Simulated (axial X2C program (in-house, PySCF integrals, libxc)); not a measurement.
## Outer orbitals of RuCl⁺ at 2.150 Å, HF

Computed with an axial X2C code built on PySCF integrals. Spin-free means the one-electron spin-free X2C Hamiltonian; two-component (2c) means X2C with spin–orbit coupling and atomic mean-field two-electron Coulomb and Gaunt terms, so the difference of the two also holds small scalar two-electron terms. Basis: Ru dyall-cv3z [12s12p8d5f3g], Cl dyall-av3z [9s8p3d2f] (cores contracted in-house); Gaussian nuclei, density fitting, unrestricted open shells. Masses: Ru 101.904 u, Cl 34.969 u.

The distance is close to the 2c PBE0 minimum; the highest filled and lowest empty levels are listed.

Spin-free orbitals, state M_S = 2, Λ = 2 (beyond evenly filled blocks: σα, π+α, π-α, δ+α, δ+β, δ-α) (Löwdin shares):

```tsv
symmetry	occupied	ε (eV)	atomic character
σα	yes	-34.88	74% Cl s, 11% Ru d, 8% Ru p
σβ	yes	-34.20	74% Cl s, 10% Ru d, 8% Ru p
σα	yes	-23.30	76% Ru d, 18% Cl p, 4% Cl s
π-α	yes	-23.18	91% Ru d, 7% Cl p
π+α	yes	-23.18	91% Ru d, 7% Cl p
δ-α	yes	-21.91	100% Ru d
δ+α	yes	-21.91	100% Ru d
σβ	yes	-19.32	74% Cl p, 14% Ru d, 4% Cl s
δ+β	yes	-18.67	100% Ru d
σα	yes	-17.63	65% Cl p, 15% Ru d, 14% Ru s
π-β	yes	-17.63	79% Cl p, 12% Ru d, 4% Ru f
π+β	yes	-17.60	78% Cl p, 14% Ru d, 4% Ru f
π-α	yes	-17.52	80% Cl p, 10% Ru d, 5% Ru f
π+α	yes	-17.52	80% Cl p, 10% Ru d, 5% Ru f
σα	no	-6.56	53% Ru s, 32% Ru p, 8% Cl p
σβ	no	-5.99	61% Ru s, 16% Ru d, 9% Ru p
π+β	no	-4.96	76% Ru d, 12% Ru p, 7% Cl p
σβ	no	-4.85	50% Ru d, 35% Ru p, 8% Cl p
```

Spinors with spin–orbit coupling (state Ω = 4):

| ω | occupied | ε (eV) | atomic character | λ mixture |
| --- | --- | --- | --- | --- |
| 1/2 | yes | -34.87 | 74% Cl s, 11% Ru d, 8% Ru p | 100% σ |
| -1/2 | yes | -34.20 | 74% Cl s, 10% Ru d, 8% Ru p | 100% σ |
| 1/2 | yes | -23.29 | 76% Ru d, 18% Cl p, 4% Cl s | 100% σ |
| -1/2 | yes | -23.24 | 91% Ru d, 6% Cl p | 100% π |
| 3/2 | yes | -23.09 | 91% Ru d, 7% Cl p | 100% π |
| -3/2 | yes | -22.05 | 100% Ru d | 100% δ |
| 5/2 | yes | -21.73 | 100% Ru d | 100% δ |
| -1/2 | yes | -19.31 | 74% Cl p, 14% Ru d, 4% Cl s | 100% σ |
| 3/2 | yes | -18.82 | 99% Ru d | 100% δ |
| 1/2 | yes | -17.77 | 72% Cl p, 15% Ru d, 6% Ru s | 53% π, 47% σ |
| -3/2 | yes | -17.58 | 79% Cl p, 12% Ru d, 4% Ru f | 100% π |
| -1/2 | yes | -17.56 | 80% Cl p, 10% Ru d, 5% Ru f | 100% π |
| 1/2 | yes | -17.51 | 71% Cl p, 14% Ru d, 8% Ru s | 53% σ, 47% π |
| 3/2 | yes | -17.46 | 80% Cl p, 10% Ru d, 5% Ru f | 100% π |
| 1/2 | no | -6.55 | 53% Ru s, 32% Ru p, 8% Cl p | 100% σ |
| -1/2 | no | -5.99 | 61% Ru s, 16% Ru d, 9% Ru p | 100% σ |
| 1/2 | no | -4.99 | 76% Ru d, 12% Ru p, 7% Cl p | 99% π, 1% σ |
| -1/2 | no | -4.85 | 50% Ru d, 35% Ru p, 8% Cl p | 100% σ |

Problem. How does the gap between the highest filled and lowest empty level change from the spin-free to the 2c table?

Solution. From 10.96 to 10.91 eV at HF, a change of -0.05 eV.

Mulliken charges and populations of the two-component result (they depend on the basis, above all on diffuse functions):

Ru 1.17 e (s 8.28 p 18.18 d 16.30 f 0.05 g 0.01), Cl -0.17 e (s 5.93 p 11.19 d 0.05 f 0.01). ⟨Lz⟩ = 2.01 ħ and ⟨Sz⟩ = 1.99 ħ (1.89 and 0.10 on the two atoms), which add up to Ω.

The state is a single determinant with fixed occupations, the lowest that a limited PBE0 search found. Other states lie close and PBE0, whose exact exchange favours high spin, may order them wrongly; the determinant shown need not be the ground state. The nearest other spin-free determinant of the search, M_S = 2, Λ = 1, lies 0.42 eV up at the distance of the search. With several unpaired electrons one determinant need not be a pure state. Open-shell Ω = 0 determinants with evenly filled partner blocks cannot be reached by this program, so the Ω shown need not be the lowest component.
